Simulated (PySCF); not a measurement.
First SCF of a structure search on quartet RuF₃, at a hand-made T-shaped geometry. PySCF input:

```python
from pyscf import gto, scf, dft
mol = gto.M(atom='''
Ru     0.000000     0.000000     0.000000
F      0.000000     0.000000     1.890000
F      1.888800     0.000000     0.066000
F     -1.888800     0.000000     0.066000''',
    basis={'Ru': 'def2-TZVP', 'F': 'def2-TZVP'},
    ecp={'Ru': 'def2-TZVP'},
    charge=0, spin=3)
mf = dft.UKS(mol, xc='PBE0')
mf.grids.atom_grid = (50, 194)
aux = {'Ru': 'def2-universal-JKFIT', 'F': 'def2-universal-JKFIT'}
mf = mf.density_fit(auxbasis=aux)
mf.conv_tol = 1e-08
mf.diis_space = 10
mf.max_cycle = 60
mf.init_guess = 'minao'
mf.verbose = 4
mf.kernel()
```

Excerpt of the output (cycles alone):

```
init E= -386.231245968204
cycle= 1 E= -394.121475636877  delta_E= -7.89  |g|= 0.643  |ddm|= 3.01
cycle= 2 E= -393.95315390323  delta_E= 0.168  |g|= 1.01  |ddm|= 0.858
cycle= 3 E= -394.225503166489  delta_E= -0.272  |g|= 0.336  |ddm|= 0.553
cycle= 4 E= -394.266982828041  delta_E= -0.0415  |g|= 0.0249  |ddm|= 0.209
cycle= 5 E= -394.267300543043  delta_E= -0.000318  |g|= 0.0254  |ddm|= 0.0374
cycle= 6 E= -394.267529890065  delta_E= -0.000229  |g|= 0.00578  |ddm|= 0.0136
cycle= 7 E= -394.267576708695  delta_E= -4.68e-05  |g|= 0.00354  |ddm|= 0.0113
cycle= 8 E= -394.26759750397  delta_E= -2.08e-05  |g|= 0.00122  |ddm|= 0.00895
cycle= 9 E= -394.267601234497  delta_E= -3.73e-06  |g|= 0.000494  |ddm|= 0.00483
cycle= 10 E= -394.26760148561  delta_E= -2.51e-07  |g|= 0.00012  |ddm|= 0.000917
cycle= 11 E= -394.267601509603  delta_E= -2.4e-08  |g|= 5.37e-05  |ddm|= 0.000275
cycle= 12 E= -394.267601512262  delta_E= -2.66e-09  |g|= 6.71e-06  |ddm|= 8.68e-05
Extra cycle  E= -394.267601512306  delta_E= -4.39e-11  |g|= 9.08e-06  |ddm|= 1.42e-05
converged SCF energy = -394.267601512306  <S^2> = 3.7614645  2S+1 = 4.0057281
```

No lower solution of this spin was found from smeared starts or by a stability analysis within the unrestricted form.

Open d and f shells are described by one determinant, and the ground state may have another occupation or spin.

The search for the lowest solution, 3 starts and the stability check together, took 17 s on 4 threads of a shared Arm Neoverse V1 host, with 133 basis functions; the process peaked at 0.58 GiB. Launch command: `OMP_NUM_THREADS=4 python axn.py task.json out`.
